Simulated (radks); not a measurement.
Fe+, configuration [Ar] 3d6 4s1 (the NIST ground configuration). Calculated with a radial shooting solver on a logarithmic mesh with Libxc functionals: Dirac Kohn-Sham, PBE, spin-unpolarised, spherical densities, point nucleus; open shells fill j = l - 1/2 first.

Normalised radial functions P(r) = r R(r) (large component), r in bohr:

r,3s1/2,3d3/2,4s1/2
0.005827,0.1562,0.0000,0.0444
0.00771,0.1952,0.0001,0.0555
0.01012,0.2383,0.0002,0.0677
0.01339,0.2856,0.0004,0.0811
0.01758,0.3296,0.0008,0.0936
0.02326,0.3639,0.0017,0.1033
0.03052,0.3730,0.0035,0.1058
0.04039,0.3387,0.0075,0.0959
0.05301,0.2432,0.0152,0.0686
0.07014,0.0670,0.0306,0.0182
0.09207,-0.1727,0.0585,-0.0501
0.1218,-0.4421,0.1090,-0.1264
0.1599,-0.6307,0.1893,-0.1782
0.2116,-0.6185,0.3128,-0.1703
0.2777,-0.3155,0.4721,-0.0770
0.3674,0.2568,0.6582,0.0913
0.4823,0.8553,0.8225,0.2512
0.6381,1.2152,0.9216,0.3016
0.8376,1.1569,0.9101,0.1707
1.108,0.7917,0.7927,-0.1155
1.455,0.3981,0.6165,-0.4236
1.925,0.1359,0.4206,-0.6357
2.526,0.0312,0.2521,-0.6610
3.343,0.0039,0.1226,-0.5108
4.388,0.0003,0.0472,-0.2937
5.805,0.0000,0.0124,-0.1143
7.62,0.0000,0.0021,-0.0286
10.08,0.0000,0.0002,-0.0038

3s1/2: eigenvalue -102.48 eV, 2 radial nodes at r = 0.0762, 0.327 bohr, <r> = 0.811 bohr, 90 % of the charge inside 1.22 bohr. 3d3/2: eigenvalue -16.018 eV, 0 radial nodes, <r> = 1.11 bohr, 90 % of the charge inside 1.94 bohr. 4s1/2: eigenvalue -12.323 eV, 3 radial nodes at r = 0.0759, 0.319, 1.00 bohr, <r> = 2.71 bohr, 90 % of the charge inside 4.06 bohr.
